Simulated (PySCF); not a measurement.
**Finite-field polarisability of Xe (xenon, neutral)**

[Xe], closed-shell 1S. Computed with PySCF 2.14 in aug-cc-pwCVTZ-DK3 (10s9p7d4f1g, 109 functions), with scalar relativity by spin-free X2C-1e. Frozen: [Kr] 4d10. Energy changes in a uniform field (μhartree):

| axis | F (au) | HF | MP2 | CCSD | CCSD(T) |
| --- | --- | --- | --- | --- | --- |
| x | 0.0027 | -96.986 | -99.603 | -99.524 | -100.045 |
| x | 0.0054 | -388.033 | -398.514 | -398.196 | -400.283 |

Q: Derive α along x at CCSD(T) from the two fields.

A: With ΔE = −αF²/2 − γF⁴/24, α = −(16 ΔE(F) − ΔE(2F))/(6F²) = 27.44 bohr³.

Q: And the mean polarisability at each level?

A: HF 26.61, MP2 27.32, CCSD 27.30, CCSD(T) 27.44 bohr³. Reference: 27.32 ± 0.2 bohr³ (recommended; Schwerdtfeger and Nagle, table of static dipole polarizabilities (2023 update)).
